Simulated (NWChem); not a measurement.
System: C2F4O; SMILES FC1(F)C(F)(O1)F

Program: NWChem. Geometry: optimised at B3LYP/6-31G* (spherical d). Level: B3LYP/def2-SVP with SMD (1 M gas to 1 M solution), gas-phase geometry.

```
solvent          dielectric constant  solvation free energy (kcal/mol)  cavity-dispersion-structure term (kcal/mol)  dipole in solution (D)
---------------  -------------------  --------------------------------  -------------------------------------------  ----------------------
water                           78.4                               1.9                                          4.4                    0.85
dichloromethane                 8.93                              -0.3                                          1.4                    0.80
methanol                        32.6                               0.2                                          2.7                    0.85
cyclohexane                     2.02                               0.4                                          1.3                    0.74
1-octanol                       9.86                               0.5                                          2.7                    0.82
```
